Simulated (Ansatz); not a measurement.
Abridged output of a molecular run in Ansatz:

```
Functional definition: HF
1836 factors; integrals over basis functions are off by at most 1.0e-3 eV
mean field evaluation 1: about -12505.9550 eV, gradient 3.4e1 eV
mean field evaluation 2: about -12506.2627 eV, gradient 3.4e1 eV
mean field evaluation 4: about -12509.8657 eV, gradient 5.3e0 eV
mean field evaluation 8: about -12509.9442 eV, gradient 3.2e-1 eV
mean field evaluation 32: about -12501.0750 eV, gradient 1.8e0 eV
mean field -12509.94476300 eV, -459.7319904951 hartree, gradient 2.5e-6 eV, S^2 0.000000; 0 other end points of the search recorded, 0 dependent functions left out; unrestricted orbitals would lower it
10 core orbitals not correlated: weight in the atoms' cores, before any rotation towards them, 1.000 or more for the frozen orbitals, at most 0.000 for the correlated occupied ones
reference -12509.94476300 eV, -459.7319904951 hartree; 16, 16 occupied and 283, 283 virtual orbitals, 1836 factors
second order -24.69875375 eV of doubles, -0.00000000 eV of singles
cycle   1  -25.35994366 eV  change   -6.6e-1 eV  update   1.2e-1
cycle   2  -26.06533694 eV  change   -7.1e-1 eV  update   3.8e-2
cycle   3  -26.23428909 eV  change   -1.7e-1 eV  update   2.1e-2
cycle   4  -26.22157435 eV  change    1.3e-2 eV  update   5.7e-3
cycle   5  -26.21949867 eV  change    2.1e-3 eV  update   3.1e-3
cycle   6  -26.22056472 eV  change   -1.1e-3 eV  update   1.1e-3
cycle   7  -26.22015924 eV  change    4.1e-4 eV  update   5.5e-4
cycle   8  -26.21991533 eV  change    2.4e-4 eV  update   2.4e-4
cycle   9  -26.22000393 eV  change   -8.9e-5 eV  update   1.1e-4
cycle  10  -26.22003931 eV  change   -3.5e-5 eV  update   4.0e-5
perturbative correction -1.11593672 eV, -0.0410099180 hartree
Total energy: -12537.28073903 eV, -460.7365690851 hartree
```

Its atoms:

Cartesian coordinates in Å:
```
C 0.975 1.439 -0.590
C 0.612 0.206 -0.171
B -0.785 0.146 0.465
Al -2.391 1.201 -0.422
O 1.579 -0.735 -0.096
C 1.233 -1.965 0.500
H 2.021 1.711 -0.704
H 0.229 2.199 -0.778
H -0.910 -0.514 1.461
H -2.364 2.782 -0.641
H -3.668 0.417 -0.968
H 2.048 -2.654 0.280
H 0.301 -2.362 0.081
H 1.120 -1.871 1.583
```

Question: Which basis set was used?
A. cc-pV(D+d)Z
B. def2-SVPD
C. cc-pV(Q+d)Z
D. def2-TZVPP

Answer: D. It gives 309 functions.

Question: Write the keys of the input that set method, charge and spin (a neutral closed shell needs none for the last two).

Answer: 
```yaml
correlation: {method: ccsd_t}
```
